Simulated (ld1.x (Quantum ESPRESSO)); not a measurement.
**Ranking PAW potentials for potassium (K)**

All share these settings but for the change named:

```json
{
  "Element": "potassium (K)",
  "Generator": "ld1.x (Quantum ESPRESSO) 7.5",
  "Type": "PAW",
  "Functional": "revPBE",
  "Relativity": "scalar-relativistic",
  "Frozen core": "[Ne]",
  "Valence charge": "9",
  "Reference configuration": "3s2 3p6 4s0.5 4p0.5",
  "Partial waves": "3s (bound): rcut 1.80, rcutus 2.05 bohr; 4s (bound): rcut 1.80, rcutus 2.05 bohr; 3p (bound): rcut 2.10, rcutus 2.50 bohr; 4p (bound): rcut 2.10, rcutus 2.50 bohr; 3d channel at 0.05 Ry: rcut 1.75, rcutus 2.30 bohr; 3d channel at 1.3 Ry: rcut 1.75, rcutus 2.30 bohr",
  "Local potential": "all-electron potential smoothed inside 1.90 bohr (lloc = -2)",
  "Core correction": "a·sin(br)/r model core inside 1.75 bohr",
  "Augmentation charge": "PSQ, inside the norm-conserving radii"
}
```

Cutoff: the first of the cutoffs (Ry, on a coarse ladder) from which the occupation-weighted sum of valence levels, in a spherical-Bessel basis at the reference potential, stays within 10 and 1 mRy of its value at 400 Ry; the density cutoff is not measured.

The base gives 15 Ry.

Of 7 variants that were run, those that failed, showed a ghost or another fault, or gave nearly equal values are left out.

A variant can come out equal or close to the base.

Rank these variants from softest to hardest (loose cutoff).
A. all radii but the core radius scaled by about 1.11 (s 2.28, p 2.78, d 2.56 bohr, rcut 2.00/2.34/1.94); local potential all-electron potential smoothed inside 2.10 bohr (lloc = -2)
B. all radii but the core radius scaled by about 0.92 (s 1.88, p 2.30, d 2.10 bohr, rcut 1.64/1.92/1.60); local potential all-electron potential smoothed inside 1.74 bohr (lloc = -2)
C. all radii but the core radius scaled by about 1.28 (s 2.62, p 3.20, d 2.94 bohr, rcut 2.30/2.70/2.24); local potential all-electron potential smoothed inside 2.44 bohr (lloc = -2)
D. all radii but the core radius scaled by about 0.83 (s 1.70, p 2.06, d 1.90 bohr, rcut 1.48/1.74/1.44); local potential all-electron potential smoothed inside 1.56 bohr (lloc = -2)
E. all radii but the core radius scaled by about 0.74 (s 1.52, p 1.86, d 1.72 bohr, rcut 1.34/1.56/1.30); local potential all-electron potential smoothed inside 1.42 bohr (lloc = -2)

C (10 Ry), A (12 Ry), B (15 Ry), D (18 Ry), E (21 Ry).
